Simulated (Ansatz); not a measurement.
Molecule: selenophen-3-ol, C$_{4}$H$_{4}$OSe, charge 0, multiplicity 1. SMILES: Oc1cc[se]c1
Geometry from a B3LYP-D3(BJ)/def2-TZVP (Ansatz, a first-principles code) optimisation:
```
C
C 1 1.3593
O 1 1.3674 2 121.45
H 3 0.9627 1 109.45 2 180.00
H 2 1.0763 1 126.89 3 0.00
C 1 1.4326 2 115.28 5 180.00
C 6 1.3565 1 114.64 2 0.00
H 7 1.0772 6 127.33 1 180.00
H 6 1.0834 7 122.87 8 0.00
Se 7 1.8665 8 120.97 6 180.00
```

Property: atomisation energy (electronic, to ground-state atoms), in eV. Correlated levels leave the core frozen unless marked. UHF or UKS for open shells. No spin-orbit coupling. The frozen core is the preceding noble-gas configuration, with the filled d and f shells of earlier blocks. Non-relativistic. The coupled-cluster limit lacks core correlation, which all-electron functionals hold. CBS marks a two-point X^-3 extrapolation of the correlation energy; Hartree-Fock from the larger set.

| level | program | atomisation energy (eV) |
|---|---|---|
| HF/6-31G | Ansatz | 28.40 |

**Question.** What does CCSD(T)/CBS(aug-cc-pVTZ,aug-cc-pVQZ) (Ansatz) give?

**Answer.** 45.04 eV
